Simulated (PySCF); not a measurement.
A structure optimised at PBE-D3(BJ)/def2-SVP, used in a PySCF frequency run:

```xyz
11

F     -2.0391     1.2193    -0.3141
Si    -1.0296    -0.0464    -0.6100
C     -0.5612    -0.9404     1.0258
N      0.6732    -0.8968     1.3970
Si     1.7357    -0.0196     0.2562
N      0.5884     0.4381    -1.0009
H     -1.7264    -0.8307    -1.6808
H     -1.2989    -1.4678     1.6789
H      2.3726     1.1388     0.9687
H      2.8125    -0.9411    -0.2403
H      0.8432     0.9048    -1.8734
```

**Question.** Write its SMILES and formula.

**Answer.** F[Si@@H]1C=N[SiH2]N1, CH₅FN₂Si₂

**Question.** What are its rotational constants (standard atomic weights)?

**Answer.** 4.4775, 1.8354, 1.4842 GHz
